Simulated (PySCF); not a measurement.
**From computed data to an observable: refractive index and permittivity of the vapour**

Si(H)(F)(Br)(vinyl) (C₂H₄BrFSi), SMILES C=C[SiH](F)Br.

Coordinates come from a B3LYP-D3(BJ)/def2-SVP optimisation. This is a generated structure with no PubChem entry under its InChIKey; it may be hypothetical. Other conformers were not sampled.

PySCF with PBE/def2-TZVP gives a mean static polarisability of 69.3 bohr³ and a dipole moment of 2.07 D. Take an ideal gas at 298.15 K and 1 bar, whether or not the substance is that volatile.

Work out n − 1 in the optical limit and the static ε − 1.


Polarisability volume α' = 69.3 × 0.148185 = 10.27 Å³. Number density N = p/kT = 2.43e-5 Å⁻³.
Dilute limit of Lorentz–Lorenz: n − 1 = 2π N α' = 0.0016.
Orientation term of Debye: μ²/(3kT) = 8.098 Å³ × μ²(D²) = 34.70 Å³.
ε − 1 = 4π N (α' + μ²/3kT) = 0.014. Orientation of the dipole supplies 77 % of the static response; it can't follow optical fields. Vibrational polarisation and dispersion are left out.
